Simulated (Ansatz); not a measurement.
Cost and result up the ladder for Mg₂O₂ (4 atoms). The state is a singlet with charge 0. Geometry: PBE0-D4/def2-TZVP.

Cartesian coordinates in Å:
```
Mg 0.2613 1.1783 -1.2626
Mg -0.4836 -1.2847 1.0802
O 0.6253 -0.4301 -0.2534
O -0.4030 0.5365 0.4358
```

Ansatz on 4 threads of Arm Neoverse V2 on a shared host. Times are rough, and most runs start from the orbitals of an earlier one. No level here is sound enough to serve as a yardstick. Binding counts from free atoms at the same level (Mg singlet, O triplet; other spins of the atoms weren't run), without zero-point energy or a counterpoise term.

Correlated methods freeze 4 core orbitals; core or outer-core shells of Mg are correlated, in sets that lack core-valence functions. The structure holds 1 bond(s) between oxygen atoms. Another isomer (singlet) lies 2.66 eV lower at PBE0-D4/def2-TZVP; other spin states weren't run for this one.

Run but left out: BHLYP-D4/def2-TZVP (restricted singlet, unstable in another Hartree–Fock run and untested here).

Correlated methods converge slowly with the basis.

```csv
level,functions,wall time,binding energy per atom (eV),remarks
PBE0-D4/def2-TZVP,126,1.1 s,1.91,restricted SCF unstable in HF
PBE-D4/def2-TZVP (with forces),126,1.1 s,2.22,restricted SCF unstable in HF
r2SCAN-D4/def2-TZVP,126,1.7 s,2.11,restricted SCF unstable in HF
ωB97X-V/def2-TZVP,126,3 s,1.81,restricted SCF unstable in HF
CCSD(T)/def2-TZVPP,126,31 s,2.03,"flagged by the program, large T1 (0.024), restricted SCF unstable"
```
